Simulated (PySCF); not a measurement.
## wB97X-V on Be (beryllium, neutral)

Configuration: [He] 2s2, closed-shell 1S. All numbers are calculated (PySCF 2.14, the non-relativistic Hamiltonian (point nucleus), in aug-cc-pVTZ with one added diffuse shell each of s, p, d, f type (6s5p4d3f, 62 functions)).

* Total energy: -14.6622 hartree
* One-electron energy: -19.0861 hartree
* Hartree (Coulomb) energy: 7.1801 hartree
* Exchange-correlation energy: -2.7563 hartree
* Kinetic energy: 14.54679 hartree
* ⟨S²⟩: 0.0000
* ⟨L²⟩: 0.000
* Sum of ⟨r⟩: 6.053 bohr
* Sum of ⟨r²⟩: 16.81 bohr²
* Density at the nucleus (Gaussians lack the cusp): 34.3 bohr⁻³
* Langevin diamagnetic susceptibility: -13.3 ×10⁻⁶ cm³/mol

| shell | electrons | mean orbital energy (hartree) | rms radius, mean of both spins (bohr) |
| --- | --- | --- | --- |
| 1s | 2 | -4.18642 | 0.488 |
| 2s | 2 | -0.31701 | 2.86 |
